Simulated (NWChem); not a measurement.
System: BeSiH4Se; SMILES [Be]([SiH3])[SeH]

NWChem input:

```
start job
memory heap 200 mb stack 900 mb global 1100 mb
geometry units angstroms noautoz
  Be     0.004769    -0.583943     0.003845
  Se    -0.063987     1.456990    -0.007717
  H      1.378642     1.496170     0.296477
  Si     0.067016    -2.763847     0.001774
  H     -0.915075    -3.346545    -0.970963
  H     -0.249559    -3.347012     1.346433
  H      1.421727    -3.276880    -0.388939
end
basis spherical
  * library def2-tzvp
end
dft
  xc mn15-l
  iterations 150
  mulliken
end
task dft energy
```

NWChem printed, in part:

```
             Northwest Computational Chemistry Package (NWChem) 7.3.0
             --------------------------------------------------------

 C1  symmetry detected

                             Geometry "geometry" -> ""
                             -------------------------

 Output coordinates in angstroms (scale by  1.889725989 to convert to a.u.)

  No.       Tag          Charge          X              Y              Z
 ---- ---------------- ---------- -------------- -------------- --------------
    1 Be                   4.0000    -0.01748903    -0.58426887     0.00572420
    2 Se                  34.0000    -0.03324559     1.45778583    -0.00001105
    3 H                    1.0000     1.44162631     1.45802731    -0.00054615
    4 Si                  14.0000    -0.01458417    -2.76505309     0.00005248
    5 H                    1.0000    -1.19149262    -3.32003385    -0.74636551
    6 H                    1.0000    -0.06179641    -3.34133069     1.38355676
    7 H                    1.0000     1.21614745    -3.31356237    -0.65990103

 Effective nuclear repulsion energy (a.u.)     151.8649678469

                                 NWChem DFT Module
                                 -----------------

 Summary of "ao basis" -> "ao basis" (spherical)
 ------------------------------------------------------------------------------
       Tag                 Description            Shells   Functions and Types
 ---------------- ------------------------------  ------  ---------------------
 Be                        def2-tzvp                 9       19   5s3p1d
 Se                        def2-tzvp                16       48   6s5p4d1f
 H                         def2-tzvp                 4        6   3s1p
 Si                        def2-tzvp                13       37   5s5p2d1f

            General Information
            -------------------
          SCF calculation type: DFT
          Wavefunction type:  closed shell.
          No. of atoms     :     7
          No. of electrons :    56
           Alpha electrons :    28
            Beta electrons :    28
          Charge           :     0
          Spin multiplicity:     1
          Use of symmetry is: off; symmetry adaption is: off
          Maximum number of iterations: 150
          AO basis - number of functions:   128
                     number of shells:    54
          Convergence on energy requested:  1.00D-06
          Convergence on density requested:  1.00D-05
          Convergence on gradient requested:  5.00D-04

              XC Information
              --------------
                       MN15-L Method XC Functional
                        MN15-L Exchange Functional  1.000
                      MN15-L Correlation Potential  1.000

             Grid Information
             ----------------
          Grid used for XC integration:  medium
          Radial quadrature: Mura-Knowles
          Angular quadrature: Lebedev.
          Tag              B.-S. Rad. Rad. Pts. Rad. Cut. Ang. Pts.
          ---              ---------- --------- --------- ---------
          Be                  1.05       49          10.0       434
          Se                  1.15      112          13.0       590
          H                   0.35       45          13.0       434
          Si                  1.10       88          12.0       590
          Grid pruning is: on
          Number of quadrature shells:   429
          Spatial weights used:  Erf1

      Superposition of Atomic Density Guess
      -------------------------------------

 Sum of atomic energies:       -2705.21375374

      Non-variational initial energy
      ------------------------------

 Total energy =   -2705.977750
 1-e energy   =   -4067.235320
 2-e energy   =    1209.392601
 HOMO         =      -0.298216
 LUMO         =       0.013660

     ---------------------------------------------
      Total Density - Mulliken Population Analysis
     ---------------------------------------------

    Atom       Charge   Shell Charges
 -----------   ------   -------------------------------------------------------
    1 Be   4     3.68   1.02  0.96  0.57  0.49  0.03  0.52  0.00  0.02  0.07
    2 Se  34    34.47   2.00  2.00  1.16  0.78  0.99  0.88  6.00  5.94  1.03  2.46  1.19  8.96  1.04  0.00  0.03  0.00
    3 H    1     0.77   0.18  0.41  0.16  0.02
    4 Si  14    13.96   2.00  0.59  1.39  0.90  0.51  4.12  1.73  0.52  1.45  0.66  0.06  0.05  0.01
    5 H    1     1.04   0.22  0.54  0.27  0.01
    6 H    1     1.04   0.22  0.54  0.27  0.01
    7 H    1     1.04   0.22  0.54  0.27  0.01

   convergence    iter        energy       DeltaE   RMS-Dens  Diis-err
 ---------------- ----- ----------------- --------- --------- ---------
 d= 0,ls=0.0,diis     1  -2708.1599948665 -2.86D+03  6.32D-03  3.50D+00
 d= 0,ls=0.0,diis     2  -2708.1854642418 -2.55D-02  5.20D-03  2.80D-01
 d= 0,ls=0.0,diis     3  -2708.1786176082  6.85D-03  2.63D-03  3.38D-01
 d= 0,ls=0.0,diis     4  -2708.2216226089 -4.30D-02  1.70D-04  3.47D-04
 d= 0,ls=0.0,diis     5  -2708.2216746412 -5.20D-05  6.80D-05  7.50D-05
  Resetting Diis
 d= 0,ls=0.0,diis     6  -2708.2216881535 -1.35D-05  2.01D-05  8.65D-06
 d= 0,ls=0.0,diis     7  -2708.2216897591 -1.61D-06  1.11D-05  5.83D-07
 d= 0,ls=0.0,diis     8  -2708.2216896512  1.08D-07  6.21D-06  1.15D-06

         Total DFT energy =    -2708.221689651212
      One electron energy =    -4068.266532546760
           Coulomb energy =     1320.551188886606
    Exchange-Corr. energy =     -112.371313837962
 Nuclear repulsion energy =      151.864967846904

 Numeric. integr. density =       56.000022589300

                       DFT Final Molecular Orbital Analysis
                       ------------------------------------

 Vector   26  Occ=2.000000D+00  E=-3.132482D-01
              MO Center=  1.2D-02,  7.2D-01, -4.0D-03, r^2= 3.7D+00
   Bfn.  Coefficient  Atom+Function         Bfn.  Coefficient  Atom+Function
  ----- ------------  ---------------      ----- ------------  ---------------
    36      0.364467  2 Se py                30     -0.241472  2 Se py
    25      0.230645  2 Se s                  3     -0.215468  1 Be s
    39      0.199394  2 Se py                33      0.197052  2 Se py
    24      0.185667  2 Se s                  4     -0.182961  1 Be s
    89     -0.131383  4 Si py                 2      0.127809  1 Be s

 Vector   27  Occ=2.000000D+00  E=-2.672312D-01
              MO Center= -2.9D-02, -1.4D+00,  1.1D-03, r^2= 4.2D+00
   Bfn.  Coefficient  Atom+Function         Bfn.  Coefficient  Atom+Function
  ----- ------------  ---------------      ----- ------------  ---------------
     7      0.334066  1 Be py                89      0.314718  4 Si py
    36      0.214466  2 Se py                30     -0.148757  2 Se py
    92      0.146377  4 Si py                78      0.145604  4 Si s
     4      0.127771  1 Be s                 33      0.128091  2 Se py
     3      0.123773  1 Be s                 39      0.121470  2 Se py

 Vector   28  Occ=2.000000D+00  E=-2.441735D-01
              MO Center= -1.8D-03,  1.2D+00,  2.8D-03, r^2= 2.2D+00
   Bfn.  Coefficient  Atom+Function         Bfn.  Coefficient  Atom+Function
  ----- ------------  ---------------      ----- ------------  ---------------
    37      0.481371  2 Se pz                40      0.319083  2 Se pz
    31     -0.308228  2 Se pz                34      0.262519  2 Se pz
     8     -0.136844  1 Be pz                28      0.094587  2 Se pz
    14      0.061951  1 Be pz                16      0.038373  1 Be d -1

 Vector   29  Occ=0.000000D+00  E=-7.825117D-02
              MO Center= -3.0D-02, -8.1D-01,  1.9D-02, r^2= 4.2D+00
   Bfn.  Coefficient  Atom+Function         Bfn.  Coefficient  Atom+Function
  ----- ------------  ---------------      ----- ------------  ---------------
    12      0.503761  1 Be px                 6     -0.440288  1 Be px
    70     -0.303278  3 H  s                113      0.234224  5 H  s
   125     -0.218380  7 H  s                  4      0.174470  1 Be s
    91      0.148165  4 Si px                69     -0.119530  3 H  s
    25      0.118908  2 Se s                 99      0.102069  4 Si d -2

 Vector   30  Occ=0.000000D+00  E=-6.111963D-02
              MO Center= -8.6D-03, -9.6D-01, -1.8D-02, r^2= 4.5D+00
   Bfn.  Coefficient  Atom+Function         Bfn.  Coefficient  Atom+Function
  ----- ------------  ---------------      ----- ------------  ---------------
    14      0.511460  1 Be pz                 8     -0.416243  1 Be pz
   119     -0.345560  6 H  s                 40     -0.287121  2 Se pz
    93      0.243847  4 Si pz               113      0.184548  5 H  s
   125      0.156727  7 H  s                 37     -0.148122  2 Se pz
    90      0.115965  4 Si pz               100      0.111250  4 Si d -1

 Vector   31  Occ=0.000000D+00  E=-2.874999D-02
              MO Center=  4.3D-01,  1.0D-01, -8.3D-03, r^2= 8.8D+00
   Bfn.  Coefficient  Atom+Function         Bfn.  Coefficient  Atom+Function
  ----- ------------  ---------------      ----- ------------  ---------------
     5      1.472696  1 Be s                  4     -0.996727  1 Be s
    70      0.597419  3 H  s                 38     -0.418737  2 Se px
    78     -0.385295  4 Si s                 25     -0.326721  2 Se s
    35     -0.207300  2 Se px                24     -0.205332  2 Se s
    19      0.173430  1 Be d  2              77     -0.156531  4 Si s

     ---------------------------------------------
      Total Density - Mulliken Population Analysis
     ---------------------------------------------

[...]
```

Level: MN15-L/def2-TZVP. The geometry was optimised at PBE0/def2-SVP.
